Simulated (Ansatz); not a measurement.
Species: [Al(CH3)3(O(CH3)2)] (charge 0, multiplicity 1).

Question: Give a relaxed geometry from PBE0-D3(BJ)/def2-SVP run with Ansatz (a first-principles code).

Answer: This is not unique; one that fits is the end point of this relaxation, one of several conformers.
Cartesian coordinates (Å) in one orientation:
```xyz
22

Al     0.017    -0.204     0.141
C     -1.756    -1.089     0.188
H     -2.200    -1.224    -0.815
H     -2.495    -0.547     0.804
H     -1.677    -2.101     0.625
C      0.767     0.435     1.860
H      1.491     1.260     1.734
H      1.327    -0.389     2.339
H      0.015     0.760     2.601
C      1.326    -0.846    -1.201
H      2.073    -0.080    -1.474
H      0.880    -1.228    -2.136
H      1.899    -1.688    -0.773
C     -1.253     2.504     0.081
O     -0.529     1.571    -0.701
C     -0.857     1.601    -2.079
H     -2.333     2.287     0.043
H     -0.893     2.412     1.112
H     -1.064     3.524    -0.289
H     -0.216     0.868    -2.582
H     -0.661     2.606    -2.486
H     -1.916     1.336    -2.232
```
